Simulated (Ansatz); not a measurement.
```yaml
crystal:
  periodic: [false, false, false]
  atoms:
    - {symbol: F, position_ang: [-2.094869, 0.947827, 0.179933]}
    - {symbol: Si, position_ang: [-0.530407, 0.779930, -0.173058]}
    - {symbol: Si, position_ang: [0.690482, 0.482144, 1.804576]}
    - {symbol: Ge, position_ang: [-0.261314, -1.069683, -1.653308]}
    - {symbol: H, position_ang: [-0.096862, 2.030353, -0.856767]}
    - {symbol: H, position_ang: [0.513155, 1.627905, 2.735720]}
    - {symbol: H, position_ang: [0.567942, -0.771269, 2.783530]}
    - {symbol: H, position_ang: [0.267942, -0.771269, 2.483530]}
    - {symbol: H, position_ang: [-0.707598, -2.373642, -0.972873]}
    - {symbol: H, position_ang: [1.227735, -1.197844, -2.019291]}
    - {symbol: H, position_ang: [-1.071687, -0.881601, -2.945676]}
basis:
  gaussian: {orbitals: def2-mTZVP, fitting: {mean_field: cc-pVTZ-jkfit}}
hamiltonian: {xc: {name: BHLYP}}
scf: {lower_state_search: full}
output: {forces: true}
```

```sh
$ ansatz run in.yaml --threads 4 --pin off --events-out ev --progress --plain --max-ram 10444MiB
```

Shortened log:

```
Functional definition: BHLYP
738 factors; integrals over basis functions are off by at most 2.1e-1 eV
mean field evaluation 1: about -75094.6306 eV, gradient 3.3e1 eV
mean field evaluation 2: about -75094.6305 eV, gradient 3.3e1 eV
mean field evaluation 4: about -75096.4094 eV, gradient 2.1e0 eV
mean field evaluation 8: about -75096.4248 eV, gradient 2.6e-2 eV
mean field evaluation 16: about -75096.4248 eV, gradient 4.8e-5 eV
mean field -75096.42480598 eV, -2759.7427094348 hartree, gradient 4.8e-5 eV, S^2 0.000000; 0 other end points of the search recorded, 0 dependent functions left out
reference -75096.42502305 eV, -2759.7427174121 hartree; 38, 38 occupied and 82, 82 virtual orbitals, 738 factors
Total energy: -75096.42502305 eV, -2759.7427174121 hartree
Atom 0 at    -2.094869     0.947827     0.179933 Å, force    -0.244980     0.123168    -0.450519 eV/Å
Atom 1 at    -0.530407     0.779930    -0.173058 Å, force    -0.650508    -0.591501     0.835741 eV/Å
Atom 2 at     0.690482     0.482144     1.804576 Å, force     3.433995     3.865189    -2.981619 eV/Å
Atom 3 at    -0.261314    -1.069683    -1.653308 Å, force     0.147825    -0.046808    -0.096752 eV/Å
Atom 4 at    -0.096862     2.030353    -0.856767 Å, force     0.145561    -0.215918     0.447223 eV/Å
Atom 5 at     0.513155     1.627905     2.735720 Å, force    -0.742157    -0.701293     0.424989 eV/Å
Atom 6 at     0.567942    -0.771269     2.783530 Å, force    28.673486    -0.628042    28.964531 eV/Å
Atom 7 at     0.267942    -0.771269     2.483530 Å, force   -30.662780    -1.842634   -27.211304 eV/Å
Atom 8 at    -0.707598    -2.373642    -0.972873 Å, force     0.017029     0.072606    -0.036959 eV/Å
Atom 9 at     1.227735    -1.197844    -2.019291 Å, force    -0.153213    -0.018289     0.000071 eV/Å
Atom 10 at    -1.071687    -0.881601    -2.945676 Å, force     0.035743    -0.016478     0.104597 eV/Å
Dipole moment:     0.011374    -0.301671     0.263970 e Å
```

Task: Something in this input is off. What?

Result: One atom was put on top of another. Self-consistency was reached. The result belongs to that input, not to the molecule as meant.
